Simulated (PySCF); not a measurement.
dimethyl telluride cation (C2H6Te), SMILES C[Te]C (connectivity only; charge and spin as stated), charge +1, multiplicity 2.

Geometry: r2SCAN-D4/def2-SVP. The spin state was assumed, not searched. The def2 effective core potentials stand for the cores of Te; spin–orbit coupling is left out.

Computed with r2SCAN-D4/def2-SVP run with PySCF.

Frequencies are harmonic and unscaled.

```csv
mode,ν (cm⁻¹),IR (km/mol),moving atoms (share of kinetic energy)
1,79,0.0,H 98 %
2,106,0.0,H 95 %
3,179,0.1,"C 59 %, H 31 %, Te 9 %"
4,520,0.0,"C 77 %, H 13 %, Te 9 %"
5,524,0.6,"C 75 %, H 13 %, Te 11 %"
6,770,5.3,"H 88 %, C 12 %"
7,787,0.0,"H 88 %, C 12 %"
8,807,3.2,"H 88 %, C 12 %"
9,920,20.2,"H 81 %, C 18 %"
10,1234,3.9,"H 87 %, C 13 %"
11,1252,0.8,"H 87 %, C 13 %"
12,1392,11.4,H 95 %
13,1397,0.0,H 94 %
14,1410,16.0,H 96 %
15,1414,46.2,H 95 %
16,3046,19.2,H 98 %
17,3047,8.7,H 98 %
18,3177,21.5,"H 90 %, C 10 %"
19,3177,0.0,"H 90 %, C 10 %"
20,3205,8.5,"H 90 %, C 10 %"
21,3207,23.4,"H 90 %, C 10 %"
```
